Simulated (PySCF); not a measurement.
# Dipole response of Sn⁺ (tin, charge +1)

[Kr] 4d10 5s2 5p1, 2P determinant. Calculation: PySCF 2.14, in aug-cc-pVTZ-PP with one added diffuse shell each of d, f type with ECP28MDF (6s5p5d3f, 67 functions); scalar relativity through the core potential. Coupled (time-dependent) response in atomic units; α is the mean over directions.

```csv
method,mean α (bohr³),"α xx, yy, zz",C₆ (like pair),S(−4)
UHF,28.94,"27.49, 31.83, 27.49",221.8,274.7
PBE,27.16,"24.90, 31.67, 24.90",201.6,261.2
PBE0,27.23,"25.31, 31.08, 25.31",203.3,252.5
CAM-B3LYP,26.54,"24.75, 30.11, 24.75",196.1,238.7
wB97X,26.71,"25.04, 30.05, 25.04",197.8,240.8
```

S(−4) is the Cauchy moment in α(ω) = α(0) + S(−4) ω² + …

Spin-orbit coupling is absent.

α(iu) at wB97X:

| u (hartree) | α(iu) (bohr³) |
| --- | --- |
| 0 | 26.71 |
| 0.0500 | 26.12 |
| 0.100 | 24.53 |
| 0.200 | 19.93 |
| 0.300 | 15.46 |
| 0.500 | 9.484 |
| 0.750 | 5.823 |
| 1.00 | 4.004 |
| 1.50 | 2.301 |
| 2.00 | 1.518 |
| 3.00 | 0.8038 |
| 5.00 | 0.3310 |

A single London oscillator, α(iu) = α/(1 + u²/ω²), gives C₆ = (3/4) ω α². Matching the computed C₆ needs ω = 4 × 197.8 / (3 × 26.71²) = 0.370 hartree.

For an ion, C₆ is the dispersion term alone; charge-induced terms of lower order in 1/R come first.

The components differ because the open shell of this determinant is not spherical; for a pure term their mean is the scalar polarisability.

Energies and moments cover only the electrons outside the core potential.
